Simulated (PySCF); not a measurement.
Compound: CH₉NSSi₂.
Z-matrix (Å and degrees, GFN2-xTB geometry), rows numbered from 1:
```
C 
S   1  1.8159
Si  2  2.1416  1   98.70
N   3  1.7148  2  104.45  1  -176.78
Si  4  1.7332  3  128.11  2  -174.78
H   1  1.0855  2  109.58  3   -59.32
H   1  1.0855  2  109.56  3    61.92
H   1  1.0847  2  107.12  3  -178.70
H   3  1.4624  2  108.60  1   -57.63
H   3  1.4640  2  108.17  1    62.13
H   4  1.0076  3  115.65  2    -3.54
H   5  1.4658  4  110.71  3    92.04
H   5  1.4592  4  105.37  3   -27.12
H   5  1.4615  4  106.73  3  -147.45
```

The calculation used TDDFT B3LYP/def2-SVPD, vertical, gas phase, core orbitals frozen in the response (PySCF 2.14.0, density-fitted response routines).

Frontier orbitals with the atoms that hold most of them (Löwdin shares over 4%, at most four atoms; ? is withheld):

```csv
orbital,ε (eV),atoms
HOMO-3,-9.61,"Si5 32%, H14 24%, H13 17%, N4 10%"
HOMO-2,-8.29,"S2 59%, Si3 16%, C1 10%"
HOMO-1,-7.29,"N4 55%, Si3 11%, Si5 10%, H12 6%"
HOMO,-6.55,?
LUMO,-0.61,?
LUMO+1,0.26,"S2 24%, Si3 22%, Si5 12%, C1 8%"
LUMO+2,0.44,"S2 23%, Si5 19%, C1 9%, Si3 9%"
```

(1) Give the leading atoms of the LUMO.

(2) Which atoms hold the HOMO, and with what shares?

(3) How does S1 compare with the orbital gap of 5.93 eV?

(4) One configuration dominates each of S1, S2, S3 and S6. Which, and how do the shares of the two leading atoms of either orbital change from the occupied to the empty one?

Results:

(1) S2 (bonded to C and Si) 24%; Si3 (bonded to N, S and 2 H) 16%; Si5 (bonded to N and 3 H) 15%; N4 (bonded to 2 Si and H) 7%. By element: silicon 30%, sulfur 24%, nitrogen 7%.

(2) S2 (bonded to C and Si) 72%; C1 (bonded to S and 3 H) 10%; Si3 (bonded to N, S and 2 H) 9%.

(3) S1 is at 4.93 eV (f = 0.0006), 1.01 eV below the gap, made of HOMO→LUMO (95%). 

(4) 
- S1 (4.93 eV, f 0.0006), HOMO→LUMO (95%): S2 72% → 24%, C1 10% → at most 8%, Si3 9% → 16%
- S2 (5.65 eV, f 0.0007), HOMO-1→LUMO (97%): N4 55% → 7%, Si3 11% → 16%, S2 at most 7% → 24%
- S3 (5.87 eV, f 0.019), HOMO→LUMO+1 (90%): S2 72% → 24%, C1 10% → 8%, Si3 9% → 22%
- S6 (6.55 eV, f 0.0003), HOMO-1→LUMO+1 (70%): N4 55% → at most 8%, Si3 11% → 22%, S2 at most 7% → 24%

Löwdin shares depend on the basis, the more so with diffuse functions.

The run took 25 s wall on one thread of an Arm Neoverse V1, shared host with 32 logical CPUs at a one-minute load of 24, and the process peaked at 0.75 GiB of memory.

One conformer stands for the species.
